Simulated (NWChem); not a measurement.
Species: C2H4F2Si; SMILES [SiH3]/C(=C\F)F

```xyz
9

F      0.6272    -1.8772     0.6844
C     -0.4588    -1.3124     0.1725
C     -0.4825    -0.0222    -0.1729
F     -1.6361     0.4509    -0.6835
Si     0.9128     1.2381    -0.0345
H     -1.3137    -1.9871     0.0622
H      2.1181     0.5819     0.5409
H      0.4611     2.3599     0.8395
H      1.2099     1.7761    -1.3943
```
Atoms are numbered in this order, from 1.

Results from NWChem. Pople sets run with spherical d functions. All runs use the structure optimised with PBE0/def2-SVP. GIAO values for the isolated, static molecule; σ is the absolute isotropic shielding, δ = σ(reference) − σ with the isolated reference molecule computed at the same levels (13C: tetramethylsilane, 19F: trichlorofluoromethane, 1H: tetramethylsilane, 29Si: tetramethylsilane).

```
level                δ F1 (ppm)  δ C2 (ppm)  δ C3 (ppm)  δ F4 (ppm)  δ Si5 (ppm)  δ H6 (ppm)  δ H7 (rotor mean) (ppm)
-------------------  ----------  ----------  ----------  ----------  -----------  ----------  -----------------------
Hartree-Fock/6-31G*      -128.5       154.1       147.9      -150.1        -56.3        7.86                     4.47
BHandHLYP/pcSseg-1       -153.9       166.2       163.1      -172.0        -84.0        7.88                     4.16
PBE/pcSseg-1             -168.0       162.3       159.5      -185.4        -93.8        7.83                     4.31
```
